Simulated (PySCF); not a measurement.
**Mayer bond orders and bond lengths**

Species: C2H4BClO2.
Numbering: `[Cl:1][B:2]1[O:3][CH2:4][CH2:5][O:6]1` (hydrogens: H7, H8 on C4; H9, H10 on C5)

Structure used (PBE0-D3(BJ)/def2-SVP), in Å, numbered top down from 1:
```
atom  x, y, z in Å
Cl1   -4.5049    4.9349    4.3600
B2    -3.3377    3.8032    3.7210
O3    -3.6471    2.5113    3.4436
C4    -2.4759    1.8895    2.9373
C5    -1.3949    2.9949    2.9513
O6    -2.0511    4.1468    3.4583
H7    -2.6770    1.5079    1.9240
H8    -2.2134    1.0330    3.5777
H9    -1.0015    3.2145    1.9465
H10   -0.5434    2.7456    3.6035
```

Bond orders from the PBE0/pcSseg-1 density (PySCF). Geometry: PBE0-D3(BJ)/def2-SVP; no solvent, vibrations or thermal averaging.

(1) Where do the orders between heavy atoms depart from those drawn in the SMILES?

(2) Give the Mayer order of every bond, beside its length.

(3) Sum the orders of all bonds at each heavy atom with more than one neighbour and set the sums beside the valence in the SMILES.

Results:

(1) The largest departure is 0.180, at B2–O3 (drawn single, 1.180) and O6–B2 (drawn single, 1.180). Drawn single, order above 1.12: B2–O3 (1.180) and O6–B2 (1.180).

(2) 
```json
{"bond": "Cl1–B2", "drawn as": "single", "length (Å)": "1.747", "Mayer order": "1.075"}
{"bond": "B2–O3", "drawn as": "single", "length (Å)": "1.357", "Mayer order": "1.180"}
{"bond": "O3–C4", "drawn as": "single", "length (Å)": "1.419", "Mayer order": "0.881"}
{"bond": "C4–C5", "drawn as": "single", "length (Å)": "1.546", "Mayer order": "1.044"}
{"bond": "C5–O6", "drawn as": "single", "length (Å)": "1.419", "Mayer order": "0.881"}
{"bond": "O6–B2", "drawn as": "single", "length (Å)": "1.357", "Mayer order": "1.180"}
{"bond": "C4–H7", "drawn as": "single", "length (Å)": "1.101", "Mayer order": "0.951"}
{"bond": "C4–H8", "drawn as": "single", "length (Å)": "1.101", "Mayer order": "0.951"}
{"bond": "C5–H9", "drawn as": "single", "length (Å)": "1.101", "Mayer order": "0.951"}
{"bond": "C5–H10", "drawn as": "single", "length (Å)": "1.101", "Mayer order": "0.951"}
```

(3) B2 3.435 (drawn 3), O3 2.061 (drawn 2), C4 3.827 (drawn 4), C5 3.827 (drawn 4), O6 2.061 (drawn 2). Orders between atoms that aren't bonded are not in these sums.

The Mayer order sums products of elements of PS (density times overlap matrix) between the two atoms' basis functions, so it depends on the basis set.

The run behind these numbers computed NMR shieldings as well. The run took 18 s on an Arm Neoverse N1 with one thread, on a shared host.
